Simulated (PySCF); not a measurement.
Delta-SCF ions had no search for a lower state. Excitations are Tamm–Dancoff values on a coarser integration grid. The basis has no diffuse functions, so Rydberg states are missing or too high.

Cartesian coordinates (Å):
```xyz
11

F      0.0815     2.4845    -0.0057
C      0.0377     1.1508    -0.0026
C     -1.1915     0.4984     0.0080
C     -1.1723    -0.8997     0.0107
N     -0.0534    -1.6283     0.0037
C      1.1108    -0.9746    -0.0064
C      1.2216     0.4192    -0.0101
H     -2.1234     1.0654     0.0139
H     -2.1189    -1.4518     0.0190
H      2.0192    -1.5877    -0.0121
H      2.1887     0.9239    -0.0185
```
Charge 0, multiplicity 1.

**Question.** What vertical ionisation energy (Delta-SCF), S1 excitation (TDA) and T1 excitation (TDA) does TPSSh-D3(BJ)/def2-TZVP // B3LYP-D3(BJ)/def2-SVP (PySCF 2.14.0) give?

**Answer.** 
```json
{
  "vertical ionisation energy (Delta-SCF)": "9.63 eV",
  "S1 excitation (TDA)": "4.95 eV",
  "T1 excitation (TDA)": "4.26 eV"
}
```
